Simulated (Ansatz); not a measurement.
`CC(=O)[Te][SiH3]`. Total charge 0; spin multiplicity 1. Te takes the def2 core potential. The geometry is a stationary point of PBE0-D4/def2-TZVP. It is one conformer, not always the lowest.

```xyz
11

C    -0.917    0.608    1.049
C     0.014    1.646    0.502
O     0.039    2.786    0.837
Te    1.435    0.998   -1.032
Si    0.795   -1.406   -1.185
H    -1.516    0.187    0.238
H    -1.566    1.061    1.799
H    -0.340   -0.207    1.493
H     1.689   -2.001   -2.211
H    -0.622   -1.568   -1.602
H     0.988   -2.105    0.112
```

Question: What is the dipole moment at ωB97M-V/def2-TZVPP? (Estimate.)

Answer: Computed: 2.83 D, with components (-1.04, -2.63, 0.15) D in this frame, pointing from negative to positive charge.

Question: And with PBE, r2SCAN, B3LYP? (An estimate is asked.)

Answer: The calculation gave: PBE 2.54 D, r2SCAN 2.73 D, B3LYP 2.75 D.

Question: Give the Mulliken charges with ωB97M-V, B3LYP, PBE in def2-TZVPP. (Estimate.)

Answer: Ansatz gave: 
```tsv
atom	ωB97M-V	B3LYP	PBE
C1	-0.32	-0.23	-0.21
C2	0.13	0.10	0.08
O3	-0.23	-0.22	-0.18
Te4	0.00	0.01	0.00
Si5	0.04	0.15	0.09
H6	0.13	0.11	0.11
H7	0.13	0.11	0.10
H8	0.13	0.11	0.11
H9	0.00	-0.04	-0.03
H10	-0.01	-0.05	-0.03
H11	-0.01	-0.05	-0.03
```

B3LYP here is the variant with VWN-RPA as its local correlation; programs differ in this.
